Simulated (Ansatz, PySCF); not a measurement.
Molecule: SbH₂ (charge 0, doublet). 
Coordinates optimised at B3LYP-D3(BJ)/def2-TZVP (Ansatz, a program for electronic structure):
SMILES: [SbH2]
```xyz
3

Sb    -0.0160    -0.0195     0.0381
H     -0.5332     1.2693    -0.9731
H      1.3506    -0.2759    -0.9706
```
Charge 0, spin multiplicity 2.

Wanted: atomisation energy (electronic, to ground-state atoms), in kcal/mol. Cores are frozen in the correlated levels unless marked. Open shells are spin-unrestricted. No spin-orbit coupling. The frozen core is the preceding noble-gas configuration, with the filled d and f shells of earlier blocks. In def2 rows, elements after Kr have scalar-relativistic effective core potentials. The coupled-cluster limit lacks core correlation, which all-electron functionals hold. CBS marks a two-point X^-3 extrapolation of the correlation energy; Hartree-Fock from the larger set.

```tsv
level	program	atomisation energy (kcal/mol)
HF-D4/def2-TZVPD	PySCF + dftd4	82.0
BP86-D4/def2-TZVPD	PySCF + dftd4	[?]
TPSS/def2-TZVPD	PySCF	132.0
TPSS-D4/def2-TZVPD	PySCF + dftd4	132.9
B97M-V/def2-TZVPD	Ansatz	131.7
PBE0/def2-TZVPD	Ansatz	123.0
PBE0/def2-QZVPP	Ansatz	[?]
r2SCANh-D4/def2-TZVPD	Ansatz + dftd4	124.9
PW6B95-D4/def2-TZVPD	PySCF + dftd4	[?]
LC-wPBE/def2-TZVPD	Ansatz	[?]
B2PLYP-D3(BJ)/def2-TZVPD	Ansatz + dftd3	124.3
CCSD/def2-SVPD	Ansatz	111.4
CCSD/def2-QZVPP	Ansatz	121.9
CCSD(T)/CBS(def2-TZVPPD,def2-QZVPPD)	Ansatz	124.5
```

**Question.** Complete the blanks.

**Answer.** 
- BP86-D4/def2-TZVPD, atomisation energy (kcal/mol): 133.7
- PBE0/def2-QZVPP, atomisation energy (kcal/mol): 123.5
- PW6B95-D4/def2-TZVPD, atomisation energy (kcal/mol): 128.5
- LC-wPBE/def2-TZVPD, atomisation energy (kcal/mol): 121.2
